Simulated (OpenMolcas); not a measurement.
**Sm2+: input and output**

Sm2+ among 6 point charges of -1 e arranged as a trigonal prism (D3h), 2.39 Å from the ion, with a polar angle of 57.0° against the regular 49.1°.

Input:

```
&GATEWAY
Coord
1

Sm 0.0 0.0 0.0
Basis=ANO-RCC-VTZP
Group=NoSym
NoMove
AngMom=0.0 0.0 0.0
AMFI
XField
6 Angstrom 0
2.003422 0.000000 1.303226 -1.000000
-1.001711 1.735015 1.303226 -1.000000
-1.001711 -1.735015 1.303226 -1.000000
2.003422 0.000000 -1.303226 -1.000000
-1.001711 1.735015 -1.303226 -1.000000
-1.001711 -1.735015 -1.303226 -1.000000
&SEWARD
&RASSCF
FileOrb=start.orb
Symmetry=1
Spin=7
nActEl=6 0 0
Inactive=27
Ras2=7
CIRoot=7 7 1
SDav=7
CIMx=300
Iter=120 100
PrWF=0.3
OrbListing=Nothing
MaxOrb=0
>>> COPY $Project.JobIph JOB001
&RASSCF
FileOrb=start.orb
Symmetry=1
Spin=5
nActEl=6 0 0
Inactive=27
Ras2=7
CIRoot=140 140 1
SDav=140
CIMx=300
Iter=120 100
PrWF=0.3
OrbListing=Nothing
MaxOrb=0
CIOnly
>>> COPY $Project.JobIph JOB002
&RASSCF
FileOrb=start.orb
Symmetry=1
Spin=3
nActEl=6 0 0
Inactive=27
Ras2=7
CIRoot=162 162 1
SDav=588
CIMx=300
Iter=120 100
PrWF=0.3
OrbListing=Nothing
MaxOrb=0
CIOnly
>>> COPY $Project.JobIph JOB003
&RASSCF
FileOrb=start.orb
Symmetry=1
Spin=1
nActEl=6 0 0
Inactive=27
Ras2=7
CIRoot=162 162 1
SDav=490
CIMx=300
Iter=120 100
PrWF=0.3
OrbListing=Nothing
MaxOrb=0
CIOnly
>>> COPY $Project.JobIph JOB004
&RASSI
NrOfJobIphs=3 7 86 77
1 2 3 4 5 6 7
1 2 3 4 5 6 7 8 9 10 11 12 13 14 15 16 17 18 19 20 21 22 23 24 25 26 27
28 29 30 31 32 33 34 35 36 37 38 39 40 41 42 43 44 45 46 47 48 49 50 51
52 53 54 55 56 57 58 59 60 61 62 63 64 65 66 67 68 69 70 71 72 73 74 75
76 77 78 79 80 81 82 83 84 85 86
1 2 3 4 5 6 7 8 9 10 11 12 13 14 15 16 17 18 19 20 21 22 23 24 25 26 27
28 29 30 31 32 33 34 35 36 37 38 39 40 41 42 43 44 45 46 47 48 49 50 51
52 53 54 55 56 57 58 59 60 61 62 63 64 65 66 67 68 69 70 71 72 73 74 75
76 77
IphNames
JOB001
JOB002
JOB003
EJob
SpinOrbit
DIPRint=1.0
SOCoupling=1000.0
Subsets=2
Property=9
'ANGMOM' 1 'ANGMOM' 2 'ANGMOM' 3 'MLTPL  1' 1 'MLTPL  1' 2 'MLTPL  1' 3
'AMFI' 1 'AMFI' 2 'AMFI' 3
SOProperty=3
'ANGMOM' 1 'ANGMOM' 2 'ANGMOM' 3
```

A driver script runs the steps one by one and writes start.orb anew before each from the orbitals found so far, so a CI-only block uses the converged orbitals of the first block.

Output, cut to the results:

```
--- SEWARD ---
Basis set label: SM.ANO-RCC...8S7P5D3F2G1H.

      Electronic valence basis set:
      ------------------
      Associated Effective Charge  62.000000 au
      Associated Actual Charge     62.000000 au
      Nuclear Model: Point charge

      Shell  nPrim  nBasis  Cartesian Spherical Contaminant
         s      25       8        X
         p      22       7        X
         d      15       5                 X
         f      11       3                 X
         g       4       2                 X
         h       2       1                 X
                  Relativistic Douglas-Kroll-Hess integrals:
                    - DKH order of Hamiltonian: 2
                    - DKH order of Properties : 0
                  Atomic mean-field integrals
--- RASSCF ---
Wave function specifications:
      -----------------------------

      Number of closed shell electrons          54
      Number of electrons in active shells       6
      Max number of holes in RAS1 space          0
      Max nr of electrons in RAS3 space          0
      Number of inactive orbitals               27
      Number of active orbitals                  7
      Number of secondary orbitals              70
      Spin quantum number                      3.0
      State symmetry                             1
Orbital specifications:
      -----------------------

      Symmetry species                           1
                                                 a
      Frozen orbitals                            0
      Inactive orbitals                         27
      Active orbitals                            7
      RAS1 orbitals                              0
      RAS2 orbitals                              7
      RAS3 orbitals                              0
      Secondary orbitals                        70
      Deleted orbitals                           0
      Number of basis functions                104
      Number of CSFs                             7
      Number of root(s) required                 7
      Iter CI   SX   CI       RASSCF       Energy    max ROT     max BLB   max BLB  Level Ln srch  Step   QN
          iter iter root      energy       change     param      element    value   shift minimum  type update
 Nr of preliminary CI iterations:   1
      Total energies have been shifted. Add               -10000.00 au
        1   1   14    0  -420.52997698    0.00E+00  -2.63E-02   24  37 1 -6.87E-02*  0.75   0.00    SX    NO
        2   1   13    0  -420.53814030   -8.16E-03*  1.11E-02   18  43 1  3.65E-02*  0.64   0.00    SX    NO
        3   1   13    0  -420.54045799   -2.32E-03* -9.34E-03   20  53 1  2.18E-02*  0.71   0.00    SX    NO
        4   1   13    0  -420.54135654   -8.99E-04* -5.07E-03   21  54 1 -1.47E-02*  0.66   0.00    SX    NO
        5   1   13    0  -420.54170759   -3.51E-04* -2.26E-03   20  53 1  9.14E-03*  0.69   0.65    QN   YES
        6   1   11    0  -420.54192006   -2.12E-04* -2.97E-03   26  47 1 -2.87E-03*  0.68   1.20    QN   YES
        7   1   10    0  -420.54195612   -3.61E-05* -2.36E-03   26  47 1 -1.17E-03*  0.68   1.80    LS   YES
        8   1   11    0  -420.54196503   -8.91E-06*  1.38E-03   23  56 1 -1.58E-03*  0.68   1.01    QN   YES
        9   1   10    0  -420.54197339   -8.36E-06*  8.09E-04   23  56 1 -4.73E-04*  0.68   1.59    LS   YES
       10   1    9    0  -420.54197472   -1.33E-06*  3.83E-04   25  51 1 -6.33E-04*  0.68   1.00    QN   YES
       11   1    9    0  -420.54197557   -8.51E-07*  5.74E-04   25  51 1 -3.83E-04*  0.68   2.50    LS   YES
       12   1    8    0  -420.54197608   -5.04E-07*  1.08E-04   27  65 1 -8.32E-05   0.68   1.05    QN   YES
       13   1    7    0  -420.54197611   -3.56E-08*  1.15E-04   26  39 1  4.78E-05   0.68   2.07    LS   YES
       14   1    7    0  -420.54197613   -1.30E-08*  4.03E-05   25  51 1  2.64E-05   0.68   1.01    QN   YES
       15   1    6    0  -420.54197613   -4.29E-09   4.05E-05   26  52 1  1.42E-05   0.68   1.78    QN   YES
      Convergence after 15 iterations
       16   1    6    0  -420.54197613   -2.32E-09   4.05E-05   26  39 1 -9.43E-06   0.68   1.78    QN   YES
      Natural orbitals and occupation numbers for root  1
      sym 1:   1.000000  -0.000000   1.000000   1.000000   1.000000   1.000000   1.000000
      Natural orbitals and occupation numbers for root  2
      sym 1:   1.000000   1.000000   1.000000   1.000000   1.000000   0.000000   1.000000
      Natural orbitals and occupation numbers for root  3
...
--- RASSI ---
SPIN-FREE ENERGIES:
  (Shifted by EMIN (a.u.) =     -10420.5425454503)

 SF State       Relative EMIN(au)   Rel lowest level(eV)    D:o, cm**(-1)      L_eff

     1             0.0000000000        0.0000000000              0.0000         3.0
     2             0.0000000000        0.0000000000              0.0000         3.0
     3             0.0000403599        0.0010982491              8.8580         3.0
     4             0.0001259966        0.0034285435             27.6531         3.0
     5             0.0011649854        0.0317008678            255.6847         3.0
     6             0.0011649863        0.0317008919            255.6849         3.0
     7             0.0014888943        0.0405148767            326.7745         3.0
     8             0.0987140270        2.6861455158          21665.2247         2.0
     9             0.0987140270        2.6861455158          21665.2247         2.0
    10             0.0988494996        2.6898319149          21694.9575         2.0
    11             0.0990711393        2.6958630364          21743.6018         2.0
    12             0.0990711393        2.6958630364          21743.6018         2.0
    13             0.1126374678        3.0650216423          24721.0667         8.0
    14             0.1126374678        3.0650216423          24721.0667         8.0
    15             0.1127970702        3.0693646434          24756.0954         8.0
    16             0.1128570231        3.0709960454          24769.2535         8.0
    17             0.1128570231        3.0709960454          24769.2535         8.0
    18             0.1130276884        3.0756400843          24806.7102         8.0
    19             0.1130276884        3.0756400843          24806.7102         8.0
    20             0.1132633018        3.0820514526          24858.4214         8.0
    21             0.1132994878        3.0830361229          24866.3633         8.0
...
```

Spin-orbit levels above the lowest (labels of D3, the rotations of D3h):

```tsv
E (cm-1)	Degeneracy	Label	2S+1	J	|mJ| (%)	g
0.0	1	A1	7	0.11	0 (100)	
201.0	1	A2	7	1.00	0 (100)	
328.6	2	E	7	1.05	1 (100)	0.00 0.00 2.32
751.0	2	E	7	2.00	1 (100)	0.00 0.00 3.81
824.3	1	A1	7	1.99	0 (100)	
849.9	2	E	7	2.04	2 (100)	0.00 0.00 5.17
1456	1	A2	7	3.01	0 (100)	
1480	2	E	7	2.99	1 (100)	0.00 0.00 2.78
1496	1	A2	7	3.03	3 (100)	
1498	1	A1	7	3.02	3 (100)	
1532	2	E	7	2.98	2 (100)	0.00 0.00 6.45
2245	2	E	7	4.01	4 (100)	0.00 0.00 11.71
2263	1	A1	7	3.99	0 (100)	
2290	2	E	7	4.00	1 (100)	0.00 0.00 2.78
2343	2	E	7	4.01	2 (100)	0.00 0.00 5.90
2350	1	A2	7	3.99	3 (100)	
2357	1	A1	7	3.99	3 (100)	
3088	2	E	7	5.00	5 (100)	0.00 0.00 14.99
3216	2	E	7	5.00	4 (97)	0.00 0.00 11.52
3227	1	A2	7	5.01	3 (100)
```

High states are left out of the spin-orbit mixing, which shifts the levels that they would mix with. This is an electrostatic model: the charges have no orbitals. The first state left out of the spin-orbit step lies near 43000 cm-1 above the lowest spin-free state of the reference (among the parities and spins computed), and the lists stop at four fifths of that energy or lower. No measured value stands beside these numbers.

With an even number of electrons the g values are those of a degenerate or nearly degenerate non-Kramers pair.
